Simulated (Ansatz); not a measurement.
`[OH][InH][Cl]` + HI → `[Cl][InH][I]` + H₂O at 298.15 K and 1 bar (ligand exchange at the In–O bond).

Program: Ansatz. Geometries: PBE0-D4/def2-TZVP. ΔE: electronic, gas phase. CBS: MP2 limit from def2 TZ/QZ plus the TZ coupled-cluster correction, frozen cores. This one scheme is used for every species. def2 core potentials past Kr. For I, In outer-core shells are correlated without core-valence functions, which leaves a few kJ/mol of doubt a bond. One conformer a species, not always the lowest.

```
        species  CCSD(T)/CBS energy (Eh)  H − E (kJ/mol)  S (J/(mol·K))
`[OH][InH][Cl]`               -726.02900            69.2          314.0
             HI               -298.03592            22.7          206.5
 `[Cl][InH][I]`               -947.72945            36.0          338.3
            H₂O                -76.37941            66.4          188.7
```

H − E and S are ideal-gas, rigid-rotor, harmonic terms from PBE0-D4/def2-TZVP, for one conformer and one mirror image of each species. 1 Eh = 2625.50 kJ/mol, R = 8.31446 J/(mol·K).

**Question.** By hand: ΔE, ΔH, ΔS and ΔG.

**Answer.** ΔE = (-947.72945) + (-76.37941) − (-726.02900) − (-298.03592) = -0.04394 Eh = -115.4 kJ/mol. Δ(H − E) = 36.0 + 66.4 − 69.2 − 22.7 = 10.5, so ΔH = -104.9 kJ/mol. ΔS = 338.3 + 188.7 − 314.0 − 206.5 = 6.5 J/(mol·K). ΔG = -104.9 − 298.15 × (6.5)/1000 = -106.8 kJ/mol.

**Question.** By hand: the equilibrium constant, and the temperature at which ΔG would vanish if ΔH and ΔS stayed fixed.

**Answer.** log₁₀ K = −ΔG/(RT ln 10) = 18.7. ΔH and −TΔS have one sign here, so there is no such temperature.

The number of gas molecules stays the same, so ΔS is small and ΔH decides. A doubt of 5 kJ/mol in ΔE shifts log₁₀ K by 0.9 here. Other conformers and mirror images would add mixing entropy, several J/(mol·K) or more a flexible species. These are equilibria of isolated gas molecules and say nothing of rates. Largest T1 diagnostic: 0.015 (customary marks: 0.02 for closed shells, 0.045 for open ones).

ΔS is within the doubt of such terms, so its sign, and with it that verdict, could turn.
